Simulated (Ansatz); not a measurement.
Basis sets compared for (H2Ga-mu-F)2 (Ga2H4F2). Charge 0, multiplicity 1. Geometry PBE0-D4/def2-SVP. Ansatz on 4 threads of Arm Neoverse V2 on a shared host; times are rough, and most runs start from earlier orbitals.

| atom | x (Å) | y (Å) | z (Å) |
| --- | --- | --- | --- |
| Ga1 | 0.959 | -0.995 | -0.588 |
| H2 | 0.237 | -2.095 | -1.415 |
| H3 | 2.438 | -0.683 | -0.227 |
| F4 | 0.102 | 0.698 | -1.014 |
| Ga5 | -0.959 | 0.995 | 0.588 |
| H6 | -0.243 | 2.098 | 1.416 |
| H7 | -2.437 | 0.678 | 0.224 |
| F8 | -0.099 | -0.696 | 1.016 |

Binding counts from free atoms (Ga doublet, H doublet, F doublet) in the same basis, without a counterpoise term.

```
           level  functions  energy (Eh)  HOMO (eV)  LUMO (eV)  binding per atom (eV)  wall time
 PBE-D4/def2-SVP        112   -4050.4748      -7.33      -1.44                   2.94        1 s
PBE0-D4/def2-SVP        112   -4050.5624      -8.72      -0.60                   2.90      1.4 s
```

**Question.** Estimate the rows for PBE-D4/def2-TZVP (with forces), PBE0-D4/def2-TZVP.

**Answer.** 
```csv
level,functions,energy (Eh),HOMO (eV),LUMO (eV),binding per atom (eV),wall time
PBE-D4/def2-TZVP (with forces),182,-4051.2158,-7.41,-1.62,2.89,1.8 s
PBE0-D4/def2-TZVP,182,-4051.2994,-8.76,-0.79,2.85,2.4 s
```
